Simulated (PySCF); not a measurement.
Computed shifts of a molecule C4H9Al, PBE/pcSseg-1 in PySCF, GIAO, gas phase, atoms alike by connectivity averaged where their shifts nearly agree, in ppm (number of nuclei): ¹H: 7.25 (1), 7.17 (1), 6.87 (1), 5.83 (1), 1.50 (3), 0.94 (1), 0.83 (1). ¹³C: 155.0 (1), 153.6 (1), 13.1 (1), 6.4 (1). References: ¹H against TMS (σ = 31.49 ppm); ¹³C against TMS (σ = 182.0 ppm), references at their B3LYP-D3(BJ)/def2-TZVP geometries, non-relativistic. Geometry: B3LYP-D3(BJ)/def2-SVP. The values are those of a single conformer.

### Question
Which structure fits?
A) C=[CH][AlH][CH2]C
B) C=C[CH2][AlH][CH3]
C) C=[CH][Al]([CH3])[CH3]

### Answer
A, C=[CH][AlH][CH2]C
